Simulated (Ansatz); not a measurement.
CH3AlCl2S (`C[S][Al]([Cl])[Cl]`). Charge 0, multiplicity 1.

Z-matrix (Å, degrees):
```
C
S 1 1.824
H 1 1.089 2 108.7
H 1 1.089 2 107.7 3 118.6
H 1 1.088 2 112.0 3 -121.1
Al 2 2.148 1 103.2 3 111.4
Cl 6 2.086 2 121.6 1 1.4
Cl 6 2.078 2 119.1 1 -179.0
```

Task: What are the harmonic wavenumbers in cm⁻¹ at PBE0-D4/def2-TZVP (Ansatz, finite differences of forces, unscaled)? (Best estimate.)

Result: The calculation gave: 16, 73, 111, 141, 192, 214, 374, 601, 610, 720, 977, 986, 1354, 1469, 1476, 3077, 3169, 3177.

Task: Is this a minimum?

Result: Yes, all 18 modes are real.

Task: Give the ideal-gas thermochemistry at 298.15 K and 1 bar (rigid rotor, harmonic oscillator; point group C1, symmetry number 1).

Result: Zero-point energy 112.1 kJ/mol; H(298) − E = 135.2 kJ/mol; entropy 393.3 J/(mol·K), of which translation 170.9, rotation 122.3, vibration 100.0; G(298) − E = 18.0 kJ/mol. Modes under 100 cm⁻¹ are hindered rotations or soft bends, so the harmonic entropy is rough.
